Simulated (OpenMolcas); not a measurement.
Rh+: the spin-orbit constant, thermal populations, worked from levels

```yaml
Program: OpenMolcas
Basis: ANO-RCC-VDZ [6s5p3d]
Scalar_Hamiltonian: DKH2, point nucleus
Active_space: 8 electrons in 5 orbitals (4d)
State_averaging: 2S+1 = 3 even, 10 roots; 2S+1 = 1 even, 15 roots (14 in the spin-orbit step)
Spin-orbit_coupling: state interaction with AMFI integrals over the reference wave functions, term energies averaged over their components
```

Methods: CASSCF; SS-CASPT2, IPEA 0.25 Eh, imaginary shift 0.1 Eh (closed shells correlated: 4s 4p). Measured levels: NIST Handbook of Basic Atomic Spectroscopic Data.

**The spin-orbit constant.** For the Hund term 3F of d8, E(J) = (A/2) J(J+1) + constant and ζ = -2S·A = -2A. From J = 2 to J = 4 the energy changes by 7 A.

| Source | E(4) - E(2) | A | ζ |
| --- | --- | --- | --- |
| CASSCF | -3783.2 | -540.5 | 1081 |
| SS-CASPT2 | -3641.6 | -520.2 | 1040 |
| measured | -3580.7 | -511.5 | 1023 |

All in cm-1. SS-CASPT2 is off by +1.7 % and CASSCF by +5.7 %. Both methods take the spin-orbit matrix elements from the reference wave functions, so the second can move ζ only through the term energies and any multistate remixing. Second-order mixing with other terms is absorbed into this ζ.

**Thermal populations.** Z = Σ (2J + 1) exp(-E/kT) with k = 0.695035 cm-1/K, over the levels below. No other level of either list lies under 8110 cm-1, which is above 7 kT at each temperature.

```csv
Level,2J + 1,SS-CASPT2,measured
4d8 3F4,9,0.0,0.0
4d8 3F3,7,2420,2401
4d8 3F2,5,3640,3581
```

| T (K) | Z, SS-CASPT2 | Z, measured levels | Ground level (%), SS-CASPT2 | Ground level (%), measured levels |
| --- | --- | --- | --- | --- |
| 1000 | 9.242 | 9.250 | 97.4 | 97.3 |

At 1000 K, kT = 695 cm-1, and the computed levels give Z = 9.000 + 0.215 + 0.027 = 9.242.

Term energies are means over components that CASPT2 splits; among the terms shown or strongly mixed into the levels shown the widest spread is 200 cm-1 (4d8 3F, SS-CASPT2). Some high roots are left out of the spin-orbit mixing, which shifts the levels that they would mix with. Configurations with an s electron lie low at this charge and mix in, so terms can be misplaced. Without dynamic correlation excited terms often stand tens of per cent too high (terms of higher spin than the ground term too low), and those without a measured partner can miss by more than the paired ones (holds for CASSCF). Computed and measured levels are paired by configuration, term and J; levels that our copy of the source lacks, or whose pairing is in doubt (as where it misses far off the trend of its configuration), stay unpaired and out of the deviations. Only configurations of the active space appear.
